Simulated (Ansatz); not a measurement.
Spectroscopic constants of CdGe, multiplicity 3 (lowest of 2S+1 = 1, 3 at CCSD(T)/def2-TZVPP on PBE0 minima; our sources give no spin for the ground state, which may be another). No spin–orbit coupling. Ge is treated without relativity.

Seven points along R, fitted to fifth degree in 1/R; most abundant isotopes. In def2 and cc sets the state is the lowest found near the PBE0 minimum, followed along R.

Codes used: Ansatz (a program for electronic structure) with Gaussian orbitals.  In def2 rows elements past Kr take small-core potentials, without spin–orbit coupling.

```
level                 r_e (Å)  ω_e (cm⁻¹)  α_e (cm⁻¹)  ω_e x_e (cm⁻¹)  dipole (D)
--------------------  -------  ----------  ----------  --------------  ----------
SVWN5/def2-TZVPP        2.515         184     0.00032            0.83        1.78
PBE/def2-TZVPP          2.615         158     0.00034            0.86        2.01
r2SCAN/def2-TZVPP       2.572         169     0.00033            0.87        2.35
B97M-V/def2-TZVPP       2.652         142     0.00041             1.1        1.88
B3LYP/def2-TZVPP        2.670         139     0.00039            0.97        2.00
PBE0/def2-TZVPP         2.625         154     0.00035            0.90        2.38
BHLYP/def2-TZVPP        2.702         128     0.00043             1.1        2.28
CAM-B3LYP/def2-TZVPP    2.661         135     0.00043             1.1        2.13
wB97X-V/def2-TZVPP      2.660         136     0.00044             1.1        2.46
wB97M-V/def2-TZVPP      2.661         139     0.00041             1.0        2.27
B2PLYP/def2-TZVPP       2.641         143     0.00041             1.0           -
```

Correlated levels freeze the inner cores; with def2 sets outer-core shells near the valence are correlated too.
